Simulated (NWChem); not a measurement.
System: C6H9O, doublet; SMILES O=C1C[CH]CCC1

NWChem printed, in part:

```
             Northwest Computational Chemistry Package (NWChem) 7.3.0
             --------------------------------------------------------

                             Geometry "geometry" -> ""
                             -------------------------

 Output coordinates in angstroms (scale by  1.889725989 to convert to a.u.)

  No.       Tag          Charge          X              Y              Z
 ---- ---------------- ---------- -------------- -------------- --------------
    1 O                    8.0000    -0.50859000    -2.30830800    -0.18452300
    2 C                    6.0000    -0.24077200    -1.14018700    -0.31679200
    3 C                    6.0000     1.19682700    -0.63915000    -0.29608500
    4 C                    6.0000     1.36112500     0.69273300     0.35034600
    5 C                    6.0000     0.31169900     1.73296200     0.17010500
    6 C                    6.0000    -1.09186500     1.14783900     0.33980900
    7 C                    6.0000    -1.29555100    -0.07892100    -0.54938400
    8 H                    1.0000     1.82711500    -1.41926400     0.15617900
    9 H                    1.0000     1.49906200    -0.59308700    -1.36907900
   10 H                    1.0000     2.33376500     0.95801800     0.77288600
   11 H                    1.0000     0.46916700     2.56878900     0.86981500
   12 H                    1.0000     0.38473600     2.17824900    -0.84774900
   13 H                    1.0000    -1.23879900     0.85874900     1.39428600
   14 H                    1.0000    -1.85676900     1.90687500     0.11186000
   15 H                    1.0000    -2.28173500    -0.54389500    -0.40937700
   16 H                    1.0000    -1.21922200     0.22365200    -1.61123700

 Effective nuclear repulsion energy (a.u.)     298.1932482220

                              NWChem Property Module
                              ----------------------

  itol2e modified to match energy
  convergence criterion.

                                 NWChem DFT Module
                                 -----------------

 Summary of "ao basis" -> "ao basis" (spherical)
 ------------------------------------------------------------------------------
       Tag                 Description            Shells   Functions and Types
 ---------------- ------------------------------  ------  ---------------------
 O                           6-31g*                  6       14   3s2p1d
 C                           6-31g*                  6       14   3s2p1d
 H                           6-31g*                  2        2   2s

  itol2e modified to match energy
  convergence criterion.

            General Information
            -------------------
          SCF calculation type: DFT
          Wavefunction type:  spin polarized.
          No. of atoms     :    16
          No. of electrons :    53
           Alpha electrons :    27
            Beta electrons :    26
          Charge           :     0
          Spin multiplicity:     2
          Use of symmetry is: off; symmetry adaption is: off
          Maximum number of iterations: 150
          AO basis - number of functions:   116
                     number of shells:    60
          Convergence on energy requested:  1.00D-07
          Convergence on density requested:  1.00D-05
          Convergence on gradient requested:  5.00D-04

              XC Information
              --------------
                     Hartree-Fock (Exact) Exchange  1.000
                   CAM-Becke88 Exchange Functional  1.000
                      VWN V Correlation Functional  0.190 local
              Lee-Yang-Parr Correlation Functional  0.810

           Range-Separation Parameters
           ---------------------------
           Alpha           :  0.19
           Beta            :  0.46
           Gamma           :  0.33
           Short-Range HF  :     F

             Grid Information
             ----------------
          Grid used for XC integration:  fine
          Radial quadrature: Mura-Knowles
          Angular quadrature: Lebedev.
          Tag              B.-S. Rad. Rad. Pts. Rad. Cut. Ang. Pts.
          ---              ---------- --------- --------- ---------
          O                   0.60       70          12.0       590
          C                   0.70       70          11.0       590
          H                   0.35       60          12.0       590
          Grid pruning is: on
          Number of quadrature shells:  1030
          Spatial weights used:  Erf1

      Superposition of Atomic Density Guess
      -------------------------------------

 Sum of atomic energies:        -305.19996997

      Non-variational initial energy
      ------------------------------

 Total energy =    -309.697186
 1-e energy   =   -1003.029249
 2-e energy   =     395.138815
 HOMO         =      -0.103426
 LUMO         =       0.003349

   convergence    iter        energy       DeltaE   RMS-Dens  Diis-err
 ---------------- ----- ----------------- --------- --------- ---------
 d= 0,ls=0.0,diis     1   -308.9027133091 -6.07D+02  6.86D-03  2.93D-01
                                                     6.73D-03  2.89D-01
 d= 0,ls=0.0,diis     2   -308.8311019723  7.16D-02  4.24D-03  5.86D-01
                                                     4.23D-03  5.86D-01
 d= 0,ls=0.0,diis     3   -309.0481723160 -2.17D-01  6.45D-04  9.63D-03
                                                     5.49D-04  9.59D-03
 d= 0,ls=0.0,diis     4   -309.0524141573 -4.24D-03  2.13D-04  5.54D-04
                                                     2.20D-04  6.12D-04
 d= 0,ls=0.0,diis     5   -309.0527413677 -3.27D-04  9.79D-05  5.37D-05
                                                     7.12D-05  4.57D-05
  Resetting Diis
 d= 0,ls=0.0,diis     6   -309.0527873235 -4.60D-05  3.35D-05  4.12D-06
                                                     3.92D-05  8.17D-06
 d= 0,ls=0.0,diis     7   -309.0527940381 -6.71D-06  1.21D-05  7.31D-07
                                                     9.44D-06  4.43D-07
 d= 0,ls=0.0,diis     8   -309.0527946049 -5.67D-07  3.81D-06  2.74D-07
                                                     3.62D-06  3.57D-07
 d= 0,ls=0.0,diis     9   -309.0527947900 -1.85D-07  4.01D-06  5.19D-08
                                                     4.15D-06  6.91D-08
 d= 0,ls=0.0,diis    10   -309.0527948584 -6.84D-08  2.07D-06  4.90D-08
                                                     1.18D-06  2.74D-08

[...]

          ----------------------
          Hyperfine Interactions
          ----------------------

 Total Spin Density (Fermi Contact Term)
 ------------------ --------------------
     Atom            x         y         z       Density (a.u.)      Aiso(MHz)     Aiso(Gauss)
     1  17-O     -0.96110  -4.36207  -0.34870       0.000605         -0.366474      -0.130767
     2  13-C     -0.45499  -2.15464  -0.59865       0.011722         13.178191       4.702298
     3  13-C      2.26168  -1.20782  -0.55952      -0.025041        -28.150759     -10.044874
     4  13-C      2.57215   1.30908   0.66206       0.153398        172.448131      61.533677
     5  13-C      0.58903   3.27482   0.32145      -0.027291        -30.680377     -10.947503
     6  13-C     -2.06333   2.16910   0.64215       0.023768         26.719578       9.534194
     7  13-C     -2.44824  -0.14914  -1.03819      -0.002085         -2.343854      -0.836344
     8   1-H      3.45275  -2.68202   0.29514       0.006093         27.234338       9.717873
     9   1-H      2.83282  -1.12077  -2.58718       0.032447        145.033317      51.751406
    10   1-H      4.41018   1.81039   1.46054      -0.014818        -66.235607     -23.634472
    11   1-H      0.88660   4.85431   1.64371       0.003857         17.241557       6.152206
    12   1-H      0.72705   4.11629  -1.60201       0.028140        125.780671      44.881595
    13   1-H     -2.34099   1.62280   2.63482      -0.000584         -2.611528      -0.931856
    14   1-H     -3.50878   3.60347   0.21138       0.000696          3.112056       1.110457
    15   1-H     -4.31185  -1.02781  -0.77361       0.000420          1.877692       0.670006
    16   1-H     -2.30400   0.42264  -3.04480      -0.000007         -0.032833      -0.011715

           -------------------------------------------
           Anisotropic Interaction (Spin-Dipolar Term)
           -------------------------------------------

 ------------------------------------------------------------
     Atom            x         y         z
 ------------------------------------------------------------
     1  17-O     -0.96110  -4.36207  -0.34870

   Spin-Dipolar term (a.u.)
        xx             yy             zz             xy             xz             yz
 ------------------------------------------------------------------------------------------
       0.034504      -0.002332      -0.032173       0.003269       0.004114      -0.000541

   Principal Comp. of -hf- tensor (au)            Anisotropic -hfcc- (MHz)               Anisotropic -hfcc- (Gauss)
 --------------------------------------------------------------------------------------------------------------------------
      0.035036    -0.002593    -0.032444      -2.535213     0.187600     2.347613      -0.904625     0.066940     0.837685

   Orientation of the principal axis of Hyperfine Tensor w.r.t absolute (molecular) frame
 --------------------------------------------------------------------------------------------------------------------------
      0.994466    -0.084436    -0.062519
      0.086118     0.995978     0.024717
      0.060181    -0.029964     0.997738

 ------------------------------------------------------------
     Atom            x         y         z
 ------------------------------------------------------------
     2  13-C     -0.45499  -2.15464  -0.59865

   Spin-Dipolar term (a.u.)
        xx             yy             zz             xy             xz             yz
 ------------------------------------------------------------------------------------------
       0.021378      -0.008387      -0.012990       0.016648       0.006459       0.006275

   Principal Comp. of -hf- tensor (au)            Anisotropic -hfcc- (MHz)               Anisotropic -hfcc- (Gauss)
 --------------------------------------------------------------------------------------------------------------------------
      0.030479    -0.018332    -0.012147       4.090007    -2.459980    -1.630027       1.459414    -0.877780    -0.581633

   Orientation of the principal axis of Hyperfine Tensor w.r.t absolute (molecular) frame
 --------------------------------------------------------------------------------------------------------------------------
      0.890556    -0.213401    -0.401709
      0.412434     0.751295     0.515221
      0.191854    -0.624512     0.757084

 ------------------------------------------------------------
     Atom            x         y         z
 ------------------------------------------------------------
     3  13-C      2.26168  -1.20782  -0.55952

   Spin-Dipolar term (a.u.)
        xx             yy             zz             xy             xz             yz
 ------------------------------------------------------------------------------------------
      -0.009272       0.011713      -0.002441       0.005075      -0.001636       0.009210

   Principal Comp. of -hf- tensor (au)            Anisotropic -hfcc- (MHz)               Anisotropic -hfcc- (Gauss)
 --------------------------------------------------------------------------------------------------------------------------
     -0.012348     0.016825    -0.004477      -1.657042     2.257819    -0.600776      -0.591273     0.805645    -0.214372

   Orientation of the principal axis of Hyperfine Tensor w.r.t absolute (molecular) frame
 --------------------------------------------------------------------------------------------------------------------------
      0.817735     0.148350    -0.556149
     -0.347964     0.897081    -0.272337
      0.458509     0.416219     0.785195

 ------------------------------------------------------------
     Atom            x         y         z
 ------------------------------------------------------------
     4  13-C      2.57215   1.30908   0.66206

   Spin-Dipolar term (a.u.)
        xx             yy             zz             xy             xz             yz
 ------------------------------------------------------------------------------------------
      -0.315485      -0.381551       0.697036       0.181196      -0.511541      -0.430620

   Principal Comp. of -hf- tensor (au)            Anisotropic -hfcc- (MHz)               Anisotropic -hfcc- (Gauss)
 --------------------------------------------------------------------------------------------------------------------------
     -0.528513    -0.533196     1.061710     -70.921456   -71.549830   142.471286     -25.306496   -25.530715    50.837212

   Orientation of the principal axis of Hyperfine Tensor w.r.t absolute (molecular) frame
 --------------------------------------------------------------------------------------------------------------------------
      0.845525    -0.388179    -0.366613
      0.283420     0.908200    -0.307970
      0.452505     0.156491     0.877924

 ------------------------------------------------------------
     Atom            x         y         z
 ------------------------------------------------------------
     5  13-C      0.58903   3.27482   0.32145

   Spin-Dipolar term (a.u.)
        xx             yy             zz             xy             xz             yz
 ------------------------------------------------------------------------------------------
       0.004763       0.003123      -0.007886      -0.012364       0.000463      -0.005193

   Principal Comp. of -hf- tensor (au)            Anisotropic -hfcc- (MHz)               Anisotropic -hfcc- (Gauss)
 --------------------------------------------------------------------------------------------------------------------------
      0.016954    -0.005044    -0.011910       2.275091    -0.676857    -1.598234       0.811808    -0.241519    -0.570289

   Orientation of the principal axis of Hyperfine Tensor w.r.t absolute (molecular) frame
 --------------------------------------------------------------------------------------------------------------------------
      0.706122     0.576379     0.411313
     -0.690355     0.431190     0.580935
      0.157485    -0.694163     0.702379

 ------------------------------------------------------------
     Atom            x         y         z
 ------------------------------------------------------------
     6  13-C     -2.06333   2.16910   0.64215

   Spin-Dipolar term (a.u.)
        xx             yy             zz             xy             xz             yz
 ------------------------------------------------------------------------------------------
       0.032356      -0.014659      -0.017697       0.008400       0.005774       0.000751

   Principal Comp. of -hf- tensor (au)            Anisotropic -hfcc- (MHz)               Anisotropic -hfcc- (Gauss)
 --------------------------------------------------------------------------------------------------------------------------
      0.034460    -0.016088    -0.018372       4.624261    -2.158857    -2.465405       1.650049    -0.770332    -0.879716

   Orientation of the principal axis of Hyperfine Tensor w.r.t absolute (molecular) frame
 --------------------------------------------------------------------------------------------------------------------------
      0.979333    -0.157474    -0.126921
      0.169173     0.981711     0.087313
      0.110851    -0.106980     0.988062

 ------------------------------------------------------------
     Atom            x         y         z
 ------------------------------------------------------------
     7  13-C     -2.44824  -0.14914  -1.03819

[...]
```

Level: CAM-B3LYP/6-31G* (spherical d), spin-unrestricted, contact and dipolar terms. All runs use the structure optimised with PBE0/def2-SVP, spin-unrestricted. Not confirmed as a minimum by frequencies. No stability test was run on the SCF state.

Task: Write an input that gives this output.

Result: This is not unique; one that fits is the input that was run:
```
start job
memory heap 200 mb stack 900 mb global 1100 mb
geometry units angstroms noautosym nocenter noautoz
  O     -0.508590    -2.308308    -0.184523
  C     -0.240772    -1.140187    -0.316792
  C      1.196827    -0.639150    -0.296085
  C      1.361125     0.692733     0.350346
  C      0.311699     1.732962     0.170105
  C     -1.091865     1.147839     0.339809
  C     -1.295551    -0.078921    -0.549384
  H      1.827115    -1.419264     0.156179
  H      1.499062    -0.593087    -1.369079
  H      2.333765     0.958018     0.772886
  H      0.469167     2.568789     0.869815
  H      0.384736     2.178249    -0.847749
  H     -1.238799     0.858749     1.394286
  H     -1.856769     1.906875     0.111860
  H     -2.281735    -0.543895    -0.409377
  H     -1.219222     0.223652    -1.611237
end
basis spherical
  O library 6-31g*
  C library 6-31g*
  H library 6-31g*
end
dft
  odft
  mult 2
  xc xcamb88 1.00 lyp 0.81 vwn_5 0.19 hfexch 1.00
  cam 0.33 cam_alpha 0.19 cam_beta 0.46
  iterations 150
end
property
  hyperfine
end
task dft property
```
